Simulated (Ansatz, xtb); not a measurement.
Isomers of C5H9NO2 in order of energy

3 gas-phase structures of C5H9NO2, from a drawn sample of its isomers (lower ones may exist). Each was relaxed with GFN2-xTB; where two conformers were screened, the lower at r2SCAN-D4/def2-SVP is listed:

A. `C/N=C(\O)C1COC1`, a singlet
B. `CNC(=O)C1COC1`, a singlet
C. `C/N=C(/O)C1COC1`, a singlet

Problem. Which do you expect lowest at r2SCAN-D4/def2-SVP, and how would the others follow?

Solution. Calculated order at r2SCAN-D4/def2-SVP: B (0.0), C (19.1), A (19.8) kcal/mol. Less than 1 kcal/mol parts C and A, so the order within that pair means little.

Energies above the lowest of each column, in kcal/mol; the last columns are at PBE0-D3(BJ)/def2-SVP geometries:

```json
{"structure": "B", "GFN2-xTB": "0.0", "HF/STO-3G": "0.0", "r2SCAN-D4/def2-SVP": "0.0", "PBE0-D3(BJ)/def2-SVP": "0.0", "CCSD(T)/def2-SVP + ΔMP2/def2-TZVPP": "0.0"}
{"structure": "C", "GFN2-xTB": "9.9", "HF/STO-3G": "7.2", "r2SCAN-D4/def2-SVP": "19.1", "PBE0-D3(BJ)/def2-SVP": "18.4", "CCSD(T)/def2-SVP + ΔMP2/def2-TZVPP": "14.6"}
{"structure": "A", "GFN2-xTB": "10.5", "HF/STO-3G": "9.2", "r2SCAN-D4/def2-SVP": "19.8", "PBE0-D3(BJ)/def2-SVP": "19.3", "CCSD(T)/def2-SVP + ΔMP2/def2-TZVPP": "15.4"}
```

Every level run on B puts it lowest or level with the lowest. Flexible structures stand in one conformer each, not always the lowest. The ΔMP2 step shifts differences by up to 3.1 kcal/mol, which makes them less sure. ΔMP2 is the change of the MP2 energy from the smaller to the larger basis.

Programs: Ansatz 0.2.0, xtb 6.7.1.
